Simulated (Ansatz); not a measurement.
Total energies of BAs₂ (the lowest doublet isomer of a short search) from Ansatz at PBE0-D4/def2-TZVP, gas phase (1 Eh = 27.2114 eV = 2625.5 kJ/mol). The reference geometry is relaxed at PBE-D4/def2-TZVP.

```xyz
3

B     0.221    0.096   -0.717
As   -0.531   -1.412    0.047
As    0.310    1.317    0.671
```

```
                 state                     geometry  energy (Eh)
      charge 0 doublet                    reference  -4495.95950
      charge 1 singlet                    reference  -4495.66606
      charge 0 quartet  relaxed at PBE-D4/def2-TZVP  -4495.94012
 free B atom (doublet)                            –    -24.61828
free As atom (quartet)                            –  -2235.53903
```

Q: Work out the vertical ionisation energy to the singlet.

A: E(charge 1 singlet) − E(charge 0 doublet) = -4495.66606 − (-4495.95950) = 0.29344 Eh = 7.98 eV. For comparison, −ε of the highest occupied level of the spin that leaves is 5.95 eV at this level, 2.03 eV less.

Q: Which of the charge 0 states is lowest, and how far above it are the others?

A: The doublet. quartet: -4495.94012 − (-4495.95950) = 0.01938 Eh = 50.9 kJ/mol.

Q: What is the binding energy per atom against free atoms?

A: Atoms: 1 × (-24.61828) + 2 × (-2235.53903) = -4495.69634 Eh. Binding: -4495.69634 − (-4495.95950) = 0.26316 Eh = 7.16 eV, or 2.39 eV for each of 3 atoms (no zero-point energy, no counterpoise term).

The restricted singlet is unstable towards broken spin symmetry in Hartree–Fock (as tested in another run); at PBE0-D4/def2-TZVP this wasn't settled. 

The structure comes from a short search, and lower isomers may exist.
